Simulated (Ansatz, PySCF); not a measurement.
BH5O3Si, SMILES O([SiH3])B(O)O. Atoms are numbered in the order given.

```xyz
10

B      0.2870     0.8515     0.4139
O      0.9131     2.0639     0.3281
H      0.9824     2.5515     1.1549
O     -0.2277     0.3137     1.5705
H     -0.1305     0.8448     2.3674
O      0.1657     0.1257    -0.7318
Si    -0.5240    -1.3702    -1.0174
H     -1.9751    -1.3596    -0.6778
H      0.1637    -2.4315    -0.2289
H     -0.3584    -1.6477    -2.4685
```

The structure is a stationary point at B3LYP-D3(BJ)/def2-SVP. One conformer was computed; it need not be the lowest.

Two levels are set side by side: PBE-D3(BJ)/def2-SVP (Ansatz, a program for electronic structure) and B3LYP-D3(BJ)/def2-SVP (Ansatz). Each level has its own optimised geometry; the coordinates shown are those of the second. Frequencies come from the Hessian of PySCF at each geometry. Differences are taken from unrounded values.

```csv
quantity,B3LYP-D3(BJ),PBE-D3(BJ),PBE-D3(BJ) minus B3LYP-D3(BJ)
mean bond length (Å),1.352,1.363,0.011
bond B1–O2 (Å),1.367,1.376,0.009
bond B1–O4 (Å),1.375,1.384,0.009
bond B1–O6 (Å),1.362,1.372,0.010
bond O6–Si7 (Å),1.672,1.686,0.014
bond O2–H3 (Å),0.962,0.971,0.008
bond O4–H5 (Å),0.963,0.971,0.008
bond Si7–H8 (Å),1.490,1.504,0.013
bond Si7–H9 (Å),1.490,1.504,0.013
bond Si7–H10 (Å),1.487,1.500,0.013
highest harmonic wavenumber (cm⁻¹),3895,3789,-106
mean harmonic wavenumber (cm⁻¹),1173,1138,-35
zero-point energy (kcal/mol),40.25,39.04,-1.21
```

Exact exchange shortens and stiffens bonds; PBE has none. Differences between two approximate levels are no errors against the true value.
